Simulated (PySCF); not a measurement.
# Correlation energy of Li⁺ (lithium, charge +1)

1s2, closed-shell 1S. Calculation: PySCF 2.14, in cc-pVDZ (3s2p1d, 14 functions); the non-relativistic Hamiltonian (point nucleus). Frozen: nothing; 2 electrons correlated.

Total MP2 correlation energy: -0.12 mhartree.

Same-spin part 0.00 and opposite-spin part -0.12 mhartree; SCS-MP2 scales them by 1/3 and 6/5 to -0.14 mhartree.

With two correlated electrons CCSD is exact within the correlated space (frozen core and kept virtual orbitals).

```
level  correlation energy (mhartree)
 CCSD                          -0.11
```

Diagnostics: T1 = 0.00016, D1 = 0.0002, largest double amplitude 0.002.

Is a single reference adequate?

Yes: T1 lies below 0.03 and no double amplitude reaches 0.07.
